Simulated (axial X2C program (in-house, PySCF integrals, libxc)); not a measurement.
# Low determinants of TeI at the PBE0 level, two-component

Calculated with an in-house relativistic program for diatomic molecules. Two-component (2c) means X2C with spin–orbit coupling and atomic mean-field two-electron Coulomb and Gaunt terms. Basis: I dyall-cv3z [11s12p8d4f1g], Te dyall-cv3z [11s12p8d4f1g] (cores contracted in-house); Gaussian nuclei, density fitting, unrestricted open shells. Masses: I 126.904 u, Te 129.906 u.

Search at 2.690 Å (vertical energies from the lowest determinant):

| ΔE (eV) | state | electrons beyond evenly filled partner blocks | electrons in ±ω = 1/2, 3/2, 5/2, 7/2 |
| --- | --- | --- | --- |
| 0.00 | Ω = 3/2 | ω = 3/2 | 66 31 8 0 |
| 0.53 | Ω = 1/2 | ω = 1/2 | 65 32 8 0 |
| 1.98 | Ω = 1/2 | ω = 1/2 | 67 30 8 0 |
| 2.06 | Ω = 1/2 | 2 × ω = -1/2, ω = 3/2 | 66 31 8 0 |
| 2.49 | Ω = 5/2 | 2 × ω = 1/2, ω = 3/2 | 66 31 8 0 |
| 3.38 | Ω = 7/2 | ω = 1/2, 2 × ω = 3/2 | 67 30 8 0 |
| 3.74 | Ω = 5/2 | ω = -1/2, 2 × ω = 3/2 | 67 30 8 0 |

Lowest determinant, Ω = 3/2 (⟨Sz⟩ = 0.50, ⟨Lz⟩ = 1.00 at PBE0): Re = 2.656 Å, ωe = 217.9 cm⁻¹.

The determinant in row 2 of the search, Ω = 1/2 (⟨Sz⟩ = -0.49, ⟨Lz⟩ = 0.99 at PBE0), was followed along the bond at PBE0; measured from the minimum of the lowest determinant it gives:

Te = 0.530 eV (4278 cm⁻¹), Re = 2.659 Å, ωe = 216.8 cm⁻¹.

Compare the bond of the determinant in row 2 with that of the lowest one.

At PBE0 its Re is 0.003 Å longer and its force constant, which goes as ωe², is 0.99 times that of the lowest determinant. T0 ≈ Te + Δωe/2 = 4278 + (-1) = 4277 cm⁻¹.

The search compares states at one distance, so a state with another bond length can lie lower; it is not exhaustive and yields mostly the lowest determinant of each block pattern, so other components and higher states of one pattern are missing. These are energies of single determinants, not of spin-adapted states; PBE0 term energies can be off by some tenths of an eV, and the functional has no current term.
